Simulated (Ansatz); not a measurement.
Species: C$_{6}$H$_{14}$B$_{2}$, SMILES `B[C@@H]1CCC[C@@H](B)C1` (charge 0, multiplicity 1).

Q: Give a relaxed geometry from B3LYP-D3(BJ)/def2-SVP (Ansatz, a program for electronic structure).

A: Several could match; the one computed here: the end point of this relaxation, one of several conformers (outside a Z-matrix the atoms follow the SMILES, hydrogens last).
Cartesian coordinates (Å) in one orientation:
```xyz
22

B     -1.508     1.794     0.594
C     -1.068     0.826    -0.544
C     -1.615    -0.609    -0.461
C     -0.842    -1.412     0.591
C      0.664    -1.416     0.306
C      1.240     0.003     0.138
B      2.789     0.128     0.078
C      0.432     0.820    -0.888
H     -0.853     2.776     0.858
H     -2.563     1.634     1.162
H     -1.616     1.364    -1.364
H     -2.691    -0.599    -0.221
H     -1.511    -1.110    -1.442
H     -1.022    -0.963     1.586
H     -1.222    -2.446     0.643
H      1.206    -1.954     1.101
H      0.847    -1.979    -0.627
H      1.124     0.525     1.130
H      3.310     1.106    -0.407
H      3.493    -0.706     0.598
H      0.821     1.848    -0.943
H      0.584     0.371    -1.887
```
